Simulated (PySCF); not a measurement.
**`C1=C([SiH3])C=CC(C=S)=C1`, C7H8SSi**

Geometry:
```json
{"atom": "Si1", "x (Å)": "3.207", "y (Å)": "-0.309", "z (Å)": "-0.135"}
{"atom": "C2", "x (Å)": "1.327", "y (Å)": "-0.221", "z (Å)": "-0.099"}
{"atom": "C3", "x (Å)": "0.657", "y (Å)": "0.323", "z (Å)": "1.008"}
{"atom": "C4", "x (Å)": "-0.730", "y (Å)": "0.396", "z (Å)": "1.038"}
{"atom": "C5", "x (Å)": "-1.494", "y (Å)": "-0.075", "z (Å)": "-0.043"}
{"atom": "C6", "x (Å)": "-2.949", "y (Å)": "0.017", "z (Å)": "0.021"}
{"atom": "S7", "x (Å)": "-4.018", "y (Å)": "-0.461", "z (Å)": "-1.105"}
{"atom": "C8", "x (Å)": "-0.829", "y (Å)": "-0.621", "z (Å)": "-1.153"}
{"atom": "C9", "x (Å)": "0.557", "y (Å)": "-0.691", "z (Å)": "-1.178"}
{"atom": "H10", "x (Å)": "3.640", "y (Å)": "-0.992", "z (Å)": "-1.390"}
{"atom": "H11", "x (Å)": "3.796", "y (Å)": "1.064", "z (Å)": "-0.088"}
{"atom": "H12", "x (Å)": "3.713", "y (Å)": "-1.069", "z (Å)": "1.048"}
{"atom": "H13", "x (Å)": "1.226", "y (Å)": "0.697", "z (Å)": "1.865"}
{"atom": "H14", "x (Å)": "-1.239", "y (Å)": "0.822", "z (Å)": "1.908"}
{"atom": "H15", "x (Å)": "-3.322", "y (Å)": "0.468", "z (Å)": "0.956"}
{"atom": "H16", "x (Å)": "-1.433", "y (Å)": "-0.985", "z (Å)": "-1.988"}
{"atom": "H17", "x (Å)": "1.052", "y (Å)": "-1.121", "z (Å)": "-2.053"}
```

Theory: quadratic response CAM-B3LYP/aug-cc-pVDZ first hyperpolarisability, Taylor convention, gas phase in PySCF. Geometry: PBE0-D3(BJ)/def2-SVP.

(1) Give the tensor of the second harmonic β(−2ω;ω,ω) at 1907 nm in the axes of these coordinates.

Answers

(1) In au, Taylor convention; rows are the first index (the induced dipole):
|  | xx | yy | zz | xy | xz | yz |
| --- | --- | --- | --- | --- | --- | --- |
| x | +1278.7 | -1.5 | +4.7 | +37.5 | +190.3 | -7.4 |
| y | +37.9 | -0.5 | +14.4 | -3.3 | -5.5 | +6.2 |
| z | +191.5 | +7.1 | +24.6 | -5.5 | +6.1 | +13.8 |

Norm of βᵢ = ⅓ Σⱼ (βᵢⱼⱼ + βⱼᵢⱼ + βⱼⱼᵢ): 1301.7 au, hyper-Rayleigh value 543.9 au.
